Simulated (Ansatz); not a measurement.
The cluster Al₂Cu₈. The state is a singlet with charge 0. Geometry PBE-D4/def2-SVP.

```tsv
atom	x (Å)	y (Å)	z (Å)
Al1	-1.040	0.352	2.558
Al2	1.745	2.031	-0.191
Cu3	-0.784	1.153	0.118
Cu4	0.646	2.052	1.944
Cu5	-1.468	-1.252	0.876
Cu6	0.141	-1.673	-2.874
Cu7	-1.415	-0.590	-1.433
Cu8	0.906	0.174	-1.481
Cu9	0.329	-1.999	-0.526
Cu10	0.940	-0.246	1.011
```

The restricted singlet is unstable towards broken spin symmetry in Hartree–Fock (as tested in another run); at HF/STO-3G, PBE-D4/def2-SVP, r2SCAN-D4/def2-SVP, PBE0-D4/def2-SVP this wasn't settled. Another isomer (singlet) lies 0.38 eV lower at PBE0-D4/def2-SVP; other spin states weren't run for this one.

Task: Estimate the orbital energies around the gap (eV) in Ansatz with HF/STO-3G, PBE-D4/def2-SVP, r2SCAN-D4/def2-SVP, PBE0-D4/def2-SVP.

Result: 
```
orbital  HF/STO-3G  PBE-D4/def2-SVP  r2SCAN-D4/def2-SVP  PBE0-D4/def2-SVP
 HOMO−5      -7.26            -5.44               -5.56             -7.12
 HOMO−4      -7.05            -5.34               -5.45             -7.03
 HOMO−3      -5.89            -4.98               -5.03             -5.61
 HOMO−2      -5.61            -4.79               -4.81             -5.33
 HOMO−1      -5.56            -4.67               -4.70             -5.25
   HOMO      -4.60            -4.33               -4.35             -4.80
   LUMO       0.38            -3.37               -3.30             -2.67
 LUMO+1       2.06            -3.20               -3.15             -2.55
 LUMO+2       2.13            -3.08               -3.04             -2.41
 LUMO+3       2.47            -2.56               -2.50             -1.95
 LUMO+4       3.36            -2.36               -2.28             -1.71
 LUMO+5       3.61            -2.06               -1.85             -1.28
```
